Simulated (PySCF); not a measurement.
# Computed records: ClGe2H3N, ClGe2H4N, CH7AlGe2, C2H8Ge2 and others

Computed with PySCF 2.14.0. Calculation on a computer-drawn molecule: the log of a Hartree-Fock and frozen-core CCSD(T) single point meant for a local Hartree-Fock minimum, with one planted fault or none, to be diagnosed. Offsets are logged minus clean, where the clean run is the same molecule without the fault. The reference is restricted for singlets and unrestricted otherwise, and also for a bond in bohr or an excited solution. Adding or removing an electron swaps singlet and doublet. The excited solution moves the top pair (singlet) or top alpha electron (doublet) to the lowest empty orbital. Highest occupied and lowest empty are orbital energies over both spins, largest force is the largest gradient component, triples share is (T) over the correlation energy, the T1 limit is 0.02 restricted and 0.045 unrestricted, electrons count all cores, a negative frequency is imaginary (commonest isotopes), and the dipole is about the centre of nuclear charge; on germanium a core potential holds 10 electrons, which the energies leave out, and 3d is frozen in MP2 and coupled-cluster steps.

Common to all runs: meant multiplicity 1; meant basis and core potential on germanium cc-pVDZ-PP ECP10MDF; logged SCF converged yes; possible faults no fault, one electron removed, one electron added, multiplicity raised by two, geometry at a saddle point, SCF held on an excited solution, minimal basis STO-3G, one bond length entered in bohr, all coordinates scaled.

(1) 
```xyz
7
formula=ClGe2H3N meant_charge=1 meant_basis=cc-pV(D+d)Z logged_electrons=90 logged_basis_functions=98 logged_spin_squared=1.4162 logged_highest_occupied=-12.258 logged_lowest_empty=-6.0637 logged_largest_force=0.054087 logged_T1_diagnostic=0.048485 logged_D1_diagnostic=0.21107 logged_triples_share=0.032996 logged_CC_converged=yes logged_dipole_magnitude=4.0628 logged_SCF_stable_within_its_kind=yes logged_energy_HF=-1102.08444 logged_energy_CCSD(T)=-1102.57244 planted_fault=one_bond_length_entered_in_bohr,row_2_of_the_drawn_bonds HF_energy_offset_from_clean_run=72.51 CCSD(T)_energy_offset_from_clean_run=92.49
Cl     1.2335    -0.7143    -1.6099
Ge    -0.4831    -0.9793    -0.4547
N     -0.5502    -0.0376     2.5674
Ge    -0.3229     0.5462     4.1372
H     -1.6303    -1.6325    -1.1713
H      0.1798    -0.3845     5.2146
H     -0.6821     1.9764     4.4617
```

Units: logged_highest_occupied, logged_lowest_empty in eV; logged_largest_force in hartree/bohr; logged_dipole_magnitude in debye; logged_energy_HF, logged_energy_CCSD(T) in hartree; HF_energy_offset_from_clean_run, CCSD(T)_energy_offset_from_clean_run in kcal/mol.

Drawn bonds:
```tsv
atom	other atom	order
1	2	1
2	3	2
3	4	1
2	5	1
4	6	1
4	7	1
```

Notes: T1 above single-reference limit.

(2) 
```xyz
8
formula=ClGe2H4N meant_charge=0 meant_basis=cc-pV(D+d)Z logged_electrons=93 logged_basis_functions=103 logged_spin_squared=0.7719 logged_highest_occupied=-0.20838 logged_lowest_empty=7.4225 logged_largest_force=0.056742 logged_T1_diagnostic=0.016533 logged_D1_diagnostic=0.060008 logged_triples_share=0.030863 logged_CC_converged=yes logged_dipole_magnitude=1.6934 logged_SCF_stable_within_its_kind=yes logged_energy_HF=-1102.99957 logged_energy_CCSD(T)=-1103.5624 planted_fault=one_electron_added HF_energy_offset_from_clean_run=14.83 CCSD(T)_energy_offset_from_clean_run=13.39
Cl    -0.0862     1.4657     1.7875
Ge     0.7495    -0.4485     1.2592
N      0.0067    -1.6740     0.4290
Ge    -1.6734    -1.8461    -0.2941
H      2.1597    -0.4638     1.7952
H     -2.3517    -3.0542     0.3595
H     -1.5213    -2.0965    -1.7978
H     -2.5460    -0.6002    -0.0768
```

Units: logged_highest_occupied, logged_lowest_empty in eV; logged_largest_force in hartree/bohr; logged_dipole_magnitude in debye; logged_energy_HF, logged_energy_CCSD(T) in hartree; HF_energy_offset_from_clean_run, CCSD(T)_energy_offset_from_clean_run in kcal/mol.

Drawn bonds:
```tsv
atom	other atom	order
1	2	1
2	3	2
3	4	1
2	5	1
4	6	1
4	7	1
4	8	1
```

(3) 
```xyz
11
formula=CH7AlGe2 meant_charge=0 meant_basis=cc-pV(D+d)Z logged_electrons=90 logged_basis_functions=118 logged_spin_squared=0 logged_highest_occupied=-4.3794 logged_lowest_empty=-3.6709 logged_largest_force=0.1984 logged_CC_converged=no logged_dipole_magnitude=3.1074 logged_SCF_stable_within_its_kind=no logged_energy_HF=-870.22977 planted_fault=SCF_held_on_an_excited_solution HF_energy_offset_from_clean_run=206.8
Ge     0.0318     1.0943    -2.3576
C     -0.1952     1.6527    -0.6864
Al    -0.6713     0.5518     0.8075
Ge    -1.0556    -1.9232     0.6134
H      0.4108     1.9997    -3.5244
H     -0.1327    -0.3556    -2.7842
H     -0.0385     2.7227    -0.5546
H     -0.8368     1.2063     2.2419
H     -0.8763    -2.4948    -0.8050
H     -2.4794    -2.3087     1.0582
H     -0.0970    -2.7151     1.5231
```

Units: logged_highest_occupied, logged_lowest_empty in eV; logged_largest_force in hartree/bohr; logged_dipole_magnitude in debye; logged_energy_HF in hartree; HF_energy_offset_from_clean_run in kcal/mol.

Drawn bonds:
```tsv
atom	other atom	order
1	2	2
2	3	1
3	4	1
1	5	1
1	6	1
2	7	1
3	8	1
4	9	1
4	10	1
4	11	1
```

Notes: CCSD not converged.

(4) 
```xyz
12
formula=C2H8Ge2 meant_charge=0 meant_basis=cc-pVDZ logged_electrons=85 logged_basis_functions=114 logged_spin_squared=0.7752 logged_highest_occupied=0.66907 logged_lowest_empty=7.8087 logged_largest_force=0.048496 logged_T1_diagnostic=0.015795 logged_D1_diagnostic=0.065798 logged_triples_share=0.031063 logged_CC_converged=yes logged_dipole_magnitude=5.5932 logged_SCF_stable_within_its_kind=yes logged_energy_HF=-667.01571 logged_energy_CCSD(T)=-667.5846 planted_fault=one_electron_added HF_energy_offset_from_clean_run=32.02 CCSD(T)_energy_offset_from_clean_run=29.02
Ge     2.0053    -0.3355     1.6462
C      1.7623     0.3826     0.0473
C      0.4670     0.5915    -0.6832
Ge     0.2997    -0.5802    -2.2725
H      3.3914    -0.5152     2.2338
H      0.8577    -0.8292     2.5099
H      2.6599     0.6977    -0.4769
H     -0.3977     0.3996    -0.0441
H      0.3823     1.6248    -1.0346
H     -0.9520    -0.2052    -3.0826
H      1.5331    -0.4212    -3.1715
H      0.1896    -2.0439    -1.8300
```

Units: logged_highest_occupied, logged_lowest_empty in eV; logged_largest_force in hartree/bohr; logged_dipole_magnitude in debye; logged_energy_HF, logged_energy_CCSD(T) in hartree; HF_energy_offset_from_clean_run, CCSD(T)_energy_offset_from_clean_run in kcal/mol.

Drawn bonds:
```tsv
atom	other atom	order
1	2	2
2	3	1
3	4	1
1	5	1
1	6	1
2	7	1
3	8	1
3	9	1
4	10	1
4	11	1
4	12	1
```

Notes: highest electron not bound in this basis.

(5) 
```xyz
12
formula=C2H8Ge2 meant_charge=0 meant_basis=cc-pVDZ logged_electrons=84 logged_basis_functions=114 logged_spin_squared=1.3771 logged_highest_occupied=-7.9398 logged_lowest_empty=1.1504 logged_largest_force=0.035185 logged_T1_diagnostic=0.055401 logged_D1_diagnostic=0.25901 logged_triples_share=0.037488 logged_CC_converged=yes logged_dipole_magnitude=0.59506 logged_SCF_stable_within_its_kind=yes logged_energy_HF=-666.9752 logged_energy_CCSD(T)=-667.51117 planted_fault=one_bond_length_entered_in_bohr,row_4_of_the_drawn_bonds HF_energy_offset_from_clean_run=57.44 CCSD(T)_energy_offset_from_clean_run=75.1
Ge     2.0053    -0.3355     1.6462
C      1.7623     0.3826     0.0473
C      0.4670     0.5915    -0.6832
Ge     0.2997    -0.5802    -2.2725
H      4.6247    -0.6752     2.7567
H      0.8577    -0.8292     2.5099
H      2.6599     0.6977    -0.4769
H     -0.3977     0.3996    -0.0441
H      0.3823     1.6248    -1.0346
H     -0.9520    -0.2052    -3.0826
H      1.5331    -0.4212    -3.1715
H      0.1896    -2.0439    -1.8300
```

Units: logged_highest_occupied, logged_lowest_empty in eV; logged_largest_force in hartree/bohr; logged_dipole_magnitude in debye; logged_energy_HF, logged_energy_CCSD(T) in hartree; HF_energy_offset_from_clean_run, CCSD(T)_energy_offset_from_clean_run in kcal/mol.

Drawn bonds:
```tsv
atom	other atom	order
1	2	2
2	3	1
3	4	1
1	5	1
1	6	1
2	7	1
3	8	1
3	9	1
4	10	1
4	11	1
4	12	1
```

Notes: T1 above single-reference limit.

(6) 
```xyz
12
formula=CH8Ge2Si meant_charge=0 meant_basis=cc-pV(D+d)Z logged_electrons=92 logged_basis_functions=123 logged_spin_squared=2.0272 logged_highest_occupied=-6.2776 logged_lowest_empty=0.19728 logged_largest_force=0.088334 logged_T1_diagnostic=0.015239 logged_D1_diagnostic=0.068472 logged_triples_share=0.026585 logged_CC_converged=yes logged_dipole_magnitude=0.95914 logged_SCF_stable_within_its_kind=yes logged_energy_HF=-918.09358 logged_energy_CCSD(T)=-918.57693
Ge     0.3578     2.2125     0.4145
C     -0.9515     1.0246     0.4117
Si    -0.9198    -0.6024    -0.4745
Ge    -2.6287    -0.7274    -2.1688
H      1.6753     1.9925    -0.3090
H      0.2723     3.5498     1.1338
H     -1.8451     1.3011     0.9654
H      0.4033    -0.7815    -1.1245
H     -1.1319    -1.7405     0.4573
H     -2.3850     0.3152    -3.2704
H     -2.6719    -2.1131    -2.8322
H     -4.0167    -0.4548    -1.5678
```

Units: logged_highest_occupied, logged_lowest_empty in eV; logged_largest_force in hartree/bohr; logged_dipole_magnitude in debye; logged_energy_HF, logged_energy_CCSD(T) in hartree.

Drawn bonds:
```tsv
atom	other atom	order
1	2	2
2	3	1
3	4	1
1	5	1
1	6	1
2	7	1
3	8	1
3	9	1
4	10	1
4	11	1
4	12	1
```

**Q.** CH8Ge2Si (entry 6): planted fault?
**A.** multiplicity raised by two

Further results for CH8Ge2Si (entry 6):

- HF energy offset from clean run: 38.06 kcal/mol
- CCSD(T) energy offset from clean run: 62.31 kcal/mol
